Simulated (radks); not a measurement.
Neutral lithium, [He] 2s1. Calculated with a radial shooting solver on a logarithmic mesh with Libxc functionals: non-relativistic Kohn-Sham, PBE, spin-polarised, spherical densities, point nucleus. Every spin shell is full or empty, so the densities are truly spherical. Functionals are evaluated on that one density, not self-consistently. Rank these exchange functionals by their error against the exact value of the orbitals, and give that value: LDA, PBE, revPBE, RPBE, TPSS, SCAN, TASK, MVS.

Answer. Exact: -1.77080 hartree. From best to worst, with 100 (|E| - |E exact|)/|E exact| (equal figures are ties): MVS +0.13, SCAN +0.16, revPBE +0.30, TPSS +0.48, RPBE +0.61, TASK -0.70, PBE -1.10, LDA -13.51.
